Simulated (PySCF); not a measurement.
CH4SSeZn. Atoms are numbered in the order given.

```xyz
8

Zn     0.0096     0.0959    -0.3008
S     -1.0313    -0.1050    -2.2006
C     -2.3141    -1.3312    -1.7538
H     -1.8810    -2.2910    -1.4397
H     -2.9072    -1.5067    -2.6622
H     -2.9911    -0.9596    -0.9721
Se     1.1075     0.2983     1.6981
H      0.2201     1.4059     2.0934
```

Geometry: PBE0-D3(BJ)/def2-SVP. The structure was generated by enumeration; whether it is a known compound was not checked. Other conformers were not sampled.

Computed with PBE/def2-TZVP (PySCF).

Gas-phase values at a fixed geometry.

Task: Estimate the frontier levels, gap, dipole moment and polarisability. (An estimate is asked for; the answer gives what the named calculation found.)

Result: 
```yaml
highest_occupied_level: -5.70 eV
lowest_empty_level: -1.79 eV
orbital_gap: 3.91 eV
dipole_moment: 1.46 D
quadrupole, principal values (traceless, Buckingham form, about the centre of nuclear charge): -9.15, 2.92, 6.23 D·Å
mean_static_polarisability: 90.6 bohr³ (13.43 Å³)
polarisability_principal_values: 65.5, 73.9, 132.5 bohr³
```
